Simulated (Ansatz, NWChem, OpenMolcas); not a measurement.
## How basis sets differ on BCl3 (boron trichloride)

BCl3, singlet, SMILES `ClB(Cl)Cl`. Each level relaxes the structure for itself.

Each level gives the zero-point energy at each level's own minimum (kJ/mol). The values are calculated.

```json
{"level": "HF/STO-3G", "kind": "Hartree–Fock", "program": "Ansatz", "value (kJ/mol)": "22.9"}
{"level": "HF/3-21G", "kind": "Hartree–Fock", "program": "NWChem", "value (kJ/mol)": "19.8"}
{"level": "HF/6-31G* (Cartesian functions)", "kind": "Hartree–Fock", "program": "Ansatz", "value (kJ/mol)": "21.3"}
{"level": "HF/cc-pVTZ", "kind": "Hartree–Fock", "program": "OpenMolcas", "value (kJ/mol)": "20.8"}
```

Harmonic and unscaled. The values span 19.8 to 22.9 kJ/mol.
